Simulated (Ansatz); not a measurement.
Consider the silylene loss: `O[SiH](F)[SiH2][SiH3]` → `O[SiH](F)[SiH3]` + `[SiH2]`.

Gas-phase electronic energies from Ansatz, PBE0-D4/def2-TZVP geometries. CBS: MP2 limit from def2 TZ/QZ plus the TZ coupled-cluster correction, frozen cores. This one scheme is used for every species. DFT in def2-TZVPP. Each species was taken in one conformer, which may not be the lowest.

(1) Is it downhill or uphill in electronic energy at CCSD(T)/CBS, and by how much? (Best estimate.)

(2) What do these levels give: PBE-D4, revPBE-D4, B97M-V, PBE, r2SCAN0, CCSD(T)/def2-SVP? (Best estimate.)

Largest T1 diagnostic among the species: 0.014.

Results:

(1) Computed: Uphill: ΔE = +243.9 kJ/mol.

(2) Ansatz gave: PBE-D4 260.7, revPBE-D4 254.1, B97M-V 245.8, PBE 252.2, r2SCAN0 266.6, CCSD(T)/def2-SVP 227.6 kJ/mol.

From BLYP to BHLYP (50 % exact exchange), in def2-TZVPP and without D4, ΔE moves by +17.3 kJ/mol. The D4 term adds +13.7 kJ/mol with B3LYP and +7.7 kJ/mol with PBE0; it sums over pairs of atoms, weighted by their polarisabilities, and B3LYP, whose exchange is more repulsive, gets the larger term.

B3LYP here is the variant with VWN-RPA as its local correlation; programs differ in this.
